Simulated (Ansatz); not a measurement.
Isolated molecules relaxed with PBE0-D4/def2-TZVP in Ansatz; ΔE leaves out vibrations. CCSD(T)/CBS adds triple-zeta CCSD(T) − MP2 to the extrapolated MP2 energy (def2 sets, frozen cores). Functionals use def2-TZVPP. B3LYP here is the variant with VWN-RPA as its local correlation; programs differ in this. HSE06 is defined as in plane-wave codes. def2 core potentials past Kr. For Ge, Te outer-core shells are correlated without core-valence functions, which leaves a few kJ/mol of doubt a bond. Scalar relativity is left out up to krypton. One conformer a species, not always the lowest.

Consider the ligand exchange at a Ge–O bond: `[SiH3][SiH2][O][GeH3]` + H₂Te → `[GeH3][TeH]` + `O[SiH2][SiH3]`.

`[SiH3][SiH2][O][GeH3]`:

```xyz
12

Si   -1.314    1.513   -0.392
Si    0.906    0.968    0.150
O     1.267   -0.588   -0.214
Ge    0.542   -2.163    0.173
H    -2.268    0.672    0.385
H    -1.577    2.941   -0.062
H    -1.587    1.301   -1.840
H     1.109    1.230    1.606
H     1.842    1.841   -0.608
H     1.433   -3.201   -0.515
H    -0.891   -2.180   -0.384
H     0.538   -2.334    1.701
```

H₂Te:

Z-matrix (Å, degrees):
```
Te
H 1 1.656
H 1 1.656 2 90.4
```

`[GeH3][TeH]`:

Z-matrix (Å, degrees):
```
Ge
Te 1 2.558
H 1 1.535 2 110.6
H 1 1.535 2 110.7 3 122.1
H 1 1.534 2 105.3 3 -119.0
H 2 1.658 1 91.6 3 -60.4
```

`O[SiH2][SiH3]`:

Z-matrix (Å, degrees):
```
Si
Si 1 2.347
O 1 1.654 2 112.4
H 1 1.484 2 110.6 3 117.6
H 1 1.493 2 108.5 3 -123.5
H 2 1.489 1 110.0 3 177.8
H 2 1.491 1 110.1 3 58.6
H 2 1.488 1 111.4 3 -61.5
H 3 0.958 1 117.6 2 -58.8
```

| level | ΔE (kJ/mol) | difference from CCSD(T)/CBS |
| --- | --- | --- |
| BLYP-D4 | -25.0 | 3.4 |
| PBE0-D4 | -36.2 | -7.8 |
| B3LYP-D4 | -25.3 | 3.1 |
| r2SCANh-D4 | -30.8 | -2.4 |
| BHLYP-D4 | -22.6 | 5.8 |
| CAM-B3LYP-D4 | -19.3 | 9.1 |
| PBE0 | -39.1 | -10.7 |
| r2SCANh | -32.1 | -3.7 |
| r2SCAN0 | -33.3 | -4.9 |
| HSE06 | -39.5 | -11.1 |
| LC-ωPBE | -28.4 | 0.0 |
| RPA@PBE/def2-TZVPP | -13.7 | 14.7 |
| HF/def2-SVP | -13.5 | 14.9 |
| CCSD(T)/def2-SVP | -12.6 | 15.8 |
| CCSD(T)/def2-TZVPP | -20.0 | 8.4 |
| SCS-MP2/def2-QZVPP | -23.1 | 5.3 |
| CCSD(T)/CBS | -28.4 | 0 |

Largest T1 diagnostic among the species: 0.013.

Leaving LDA and LC-ωPBE aside and taking each functional with its dispersion term where it has one, the values, not all of them listed here, spread over 21.6 kJ/mol, from PBE-D4 to B97M-V. LDA lies +3.3 kJ/mol from PBE without D4. From BLYP to BHLYP (50 % exact exchange), in def2-TZVPP and without D4, ΔE moves by +5.6 kJ/mol.

CCSD(T)/CBS has its own doubt, a few kJ/mol and more with outer-core shells, so smaller differences from it don't rank the levels.
